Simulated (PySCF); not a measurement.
C₂H₅O₂, SMILES O[CH]CO, doublet at its CAM-B3LYP/def2-SVP optimised geometry (Å):

```
9

O      0.7580    -1.0480     0.0000
C      0.2841     0.2313     0.0000
C     -1.2007     0.2904    -0.0606
O     -1.7216    -0.4992    -1.0985
H      1.7216    -1.0480     0.0000
H      0.8644     0.9930     0.5347
H     -1.6313    -0.0205     0.9209
H     -1.5185     1.3320    -0.2241
H     -1.2324    -1.3320    -1.0822
```

Level of theory: unrestricted CAM-B3LYP/def2-TZVP run with PySCF. Cells within 0.4 Å of a nucleus heavier than hydrogen are left out (blank, or x).

Map of the HOMO−1 amplitude (α) (bohr^(-3/2)) on the plane z = 0.0 Å; orbital energy -9.34 eV, overall sign arbitrary:

```
|666666666666666666666666666|
|666666666666666666666666666|
|666666666666666666666666666|
|666666666666666666666666666|
|666666555555666666666666666|
|666665555555566666666666666|
|666665555555556666666666666|
|666655554445556666666666666|
|666655543344456666666666666|
|666665543333445677666666666|
|666666654322235787766666666|
|666566676x0001x887766666666|
|66555568xxx00xxx87666666666|
|655555579x521xx876666666666|
|655544456764334666666666666|
|555543334665555555555566666|
|555543334556666xx4455566666|
|655544334556667xx5555566666|
|655554444556667765555566666|
|655555555556666666555666666|
|665555555556666666666666666|
|666555555566666666666666666|
|666666556666666666666666666|
|666666666666666666666666666|
|666666666666666666666666666|
|666666666666666666666666666|
|666666666666666666666666666|
```
Scale: ten equal steps from -0.104 (start of '0') to 0.065 (end of '9'), in the order '0123456789'; x runs from -4.00 to 4.00, y from -4.00 (bottom) to 4.00 (top).
